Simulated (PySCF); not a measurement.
## Electronic absorption of [C6H10NO]+

Compound: C6H10NO (charge +1).
SMILES: `C[C@@H]([NH3+])CC#CC=O`

Computed, not measured: TDDFT PBE0/def2-SVPD, vertical, gas phase, core orbitals frozen in the response (PySCF 2.14.0, density-fitted response routines). Isolated species at its GFN2-xTB geometry (one conformer only). Torsions of this conformer, `[CH3:1][C@@H:2]([NH3+:3])[CH2:4][C:5]#[C:6][CH:7]=[O:8]`: C1–C2–C4–C5 -70°.

```json
{"state": "S1", "λ (nm)": "331.7", "E (eV)": "3.74", "f": "0.0002", "main configurations (H = HOMO, L = LUMO)": "H→L (98%)"}
{"state": "S2", "λ (nm)": "236.6", "E (eV)": "5.24", "f": "0.0002", "main configurations (H = HOMO, L = LUMO)": "H-2→L (98%)"}
{"state": "S3", "λ (nm)": "213.4", "E (eV)": "5.81", "f": "0.119", "main configurations (H = HOMO, L = LUMO)": "H-1→L (76%), H→L+2 (9%), H-2→L+2 (8%)"}
{"state": "S4", "λ (nm)": "199.3", "E (eV)": "6.22", "f": "0.011", "main configurations (H = HOMO, L = LUMO)": "H→L+1 (94%)"}
{"state": "S5", "λ (nm)": "185.6", "E (eV)": "6.68", "f": "0.0013", "main configurations (H = HOMO, L = LUMO)": "H-1→L+1 (49%), H-1→L+2 (43%)"}
{"state": "S6", "λ (nm)": "183.5", "E (eV)": "6.76", "f": "0.028", "main configurations (H = HOMO, L = LUMO)": "H→L+2 (82%)"}
{"state": "S7", "λ (nm)": "173.3", "E (eV)": "7.16", "f": "0.0007", "main configurations (H = HOMO, L = LUMO)": "H-1→L+2 (48%), H-1→L+1 (48%)"}
{"state": "S8", "λ (nm)": "170.5", "E (eV)": "7.27", "f": "0.075", "main configurations (H = HOMO, L = LUMO)": "H-2→L+1 (93%)"}
```

Triplets (Tamm–Dancoff): T1 3.10 eV, H→L (97%); T2 4.10 eV, H-1→L (92%); T3 4.87 eV, H-2→L (93%).

The lowest singlet lies at 3.74 eV (332 nm, ultraviolet) and is dark (f under 0.0005); its leading configuration is HOMO→LUMO (98%). The most intense listed level is S3 at 5.81 eV (213 nm, f = 0.119), 2.07 eV above S1. Löwdin shares by element: HOMO oxygen 68%, carbon 22% or more, hydrogen 8% or more; LUMO carbon 60% or more, oxygen 28%. Orbital energies (eV): HOMO-3 -15.26, HOMO-2 -12.78, HOMO-1 -12.54, HOMO -11.64, LUMO -5.72, LUMO+1 -4.57, LUMO+2 -3.70. Weighted by f, the mean energy of these states is 6.42 eV. The oscillator strengths of these states sum to 0.235; summed over the whole spectrum of an exact calculation they would give the number of electrons, 60 (Thomas–Reiche–Kuhn). Singlets were solved by full linear response, triplets in the Tamm–Dancoff approximation.
